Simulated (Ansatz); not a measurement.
Computed with Ansatz on PBE0-D4/def2-TZVP structures; ΔE is electronic, products minus reactants. CBS: MP2 limit from def2 TZ/QZ plus the TZ coupled-cluster correction, frozen cores. This one scheme is used for every species, atoms too. Functionals use def2-TZVPP. B3LYP here is the variant with VWN-RPA as its local correlation; programs differ in this. HSE06 is defined as in plane-wave codes. Open shells (•) are unrestricted, without spin–orbit coupling. Spin–orbit coupling would lower the free atoms: a little for C, O; clearly for Ge. Bonds to Ge are less sure, by a few kJ/mol each and by 10 to 20 or more in all where they break to atoms, as the def2 sets lack core-valence functions. Scalar relativity is left out up to krypton. Each species was taken in one conformer, which may not be the lowest.

Consider the atomization: `C[O][GeH2][CH3]` → 2 C• + Ge• + 8 H• + O•.

`C[O][GeH2][CH3]`:

```xyz
12

C     1.366   -0.922    1.397
O     0.119   -0.511    0.901
Ge    0.072    0.361   -0.654
C    -1.804    0.725   -0.968
H     1.205   -1.436    2.348
H     2.040   -0.074    1.581
H     1.875   -1.619    0.716
H     0.923    1.644   -0.512
H     0.703   -0.547   -1.733
H    -2.203    1.331   -0.154
H    -1.939    1.262   -1.908
H    -2.358   -0.213   -1.014
```

```
             level  ΔE (kJ/mol)  difference from CCSD(T)/CBS
         revPBE-D4       4145.2                        -69.1
           BLYP-D4       4171.4                        -42.9
         r2SCAN-D4       4206.1                         -8.2
            B97M-V       4218.5                          4.2
           PBE0-D4       4184.2                        -30.1
          B3LYP-D4       4192.5                        -21.8
        r2SCANh-D4       4184.8                        -29.5
        r2SCAN0-D4       4154.7                        -59.6
          HSE06-D4       4186.2                        -28.1
          BHLYP-D4       4095.2                       -119.1
      CAM-B3LYP-D4       4217.5                          3.2
           ωB97X-V       4214.3                          0.0
           ωB97M-V       4197.5                        -16.8
            B2PLYP       4157.9                        -56.4
          PBE-QIDH       4171.9                        -42.4
               PBE       4218.5                          4.2
            revPBE       4083.9                       -130.4
              BLYP       4128.5                        -85.8
            r2SCAN       4201.2                        -13.1
              PBE0       4167.8                        -46.5
             B3LYP       4161.3                        -53.0
           r2SCANh       4179.6                        -34.7
           r2SCAN0       4149.0                        -65.3
             HSE06       4170.9                        -43.4
             BHLYP       4071.8                       -142.5
         CAM-B3LYP       4200.9                        -13.4
       HF/def2-SVP       3118.4                      -1095.9
      MP2/def2-SVP       4005.0                       -209.3
     CCSD/def2-SVP       3960.3                       -254.0
  CCSD(T)/def2-SVP       3993.2                       -221.1
     HF/def2-TZVPP       3096.7                      -1117.6
    MP2/def2-TZVPP       4151.7                        -62.6
SCS-MP2/def2-TZVPP       4154.4                        -59.9
   CCSD/def2-TZVPP       4077.9                       -136.4
CCSD(T)/def2-TZVPP       4127.9                        -86.4
     HF/def2-QZVPP       3099.8                      -1114.5
    MP2/def2-QZVPP       4202.3                        -12.0
SCS-MP2/def2-QZVPP       4213.7                         -0.6
     MP2/CBS(def2)       4238.1                         23.8
    CCSD/CBS(def2)       4164.3                        -50.0
       CCSD(T)/CBS       4214.3                            0
```

Largest T1 diagnostic among the species: 0.011.

From PBE to PBE0 (25 % exact exchange), in def2-TZVPP and without D4, ΔE moves by −50.7 kJ/mol: exact exchange takes away binding that semilocal exchange gives to molecules. Leaving LDA and LC-ωPBE aside and taking each functional with its dispersion term where it has one, the values, not all of them listed here, spread over 142.7 kJ/mol, from BHLYP-D4 to PBE-D4. LDA lies +545.0 kJ/mol from PBE without D4, its usual overbinding. In def2-TZVPP, CCSD(T) changes the Hartree–Fock value by +1031.2 kJ/mol (the triples alone add +50.0 kJ/mol) and MP2 by +1055.0 kJ/mol; breaking electron pairs costs correlation energy, which Hartree–Fock lacks.

For atomizations the MP2-based limit and the directly extrapolated one differ by several kJ/mol either way, and by 10 to 25 for some Ge, Se and Sn compounds, so smaller differences from it don't rank the levels.
